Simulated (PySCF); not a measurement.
# A composite method against measured constants

PySCF. The composite is CCSD(T) extrapolated to the basis-set limit from two correlation-consistent sets, with core-valence (CV) and scalar-relativistic (SR) terms as its label shows; it has no spin–orbit coupling and nothing beyond (T). Measured values: Huber and Herzberg, Constants of Diatomic Molecules (1979).

```
molecule              composite  Re computed (Å)  Re measured (Å)  ωe computed (cm⁻¹)  ωe measured (cm⁻¹)
      SO  CCSD(T)/CBS(TQ)+CV+SR           1.4816         1.481087              1160.5             1149.22
      KH        CCSD(T)/CBS(TQ)           2.2411           2.2425               982.8               983.6
      IF     CCSD(T)/CBS(TQ)+CV           1.9108         1.909759               631.2              610.24
     NaH     CCSD(T)/CBS(TQ)+SR           1.8847           1.8874              1170.1              1172.2
     GeS     CCSD(T)/CBS(DT)+CV           2.0155         2.012086               574.7               575.8
     Li2  CCSD(T)/CBS(TQ)+CV+SR           2.6778           2.6729               350.8              351.43
     AlI     CCSD(T)/CBS(TQ)+CV           2.5384         2.537102               317.8               316.1
     CuF     CCSD(T)/CBS(TQ)+CV           1.7436          1.74493               623.7              622.65
```

Question: Give the mean absolute errors, and the molecules missed most.

Answer: Re 2.1 mÅ, most for Li2 (+4.9 mÅ); ωe 5.0 cm⁻¹, most for IF (+21.0 cm⁻¹).

The molecules are drawn from runs that passed checks on state, spin purity and fit, so the hardest cases are missing and the errors look smaller than over all diatomics.

Correlated steps freeze the inner cores (1 to 14 orbitals); shallow outer-core shells are correlated. Spin–orbit coupling is left out. The CCSD T1 diagnostic is raised in CuF, GeS, a sign that a single reference may not be enough there. States were picked by a PBE0 search and need not be the measured ground states.
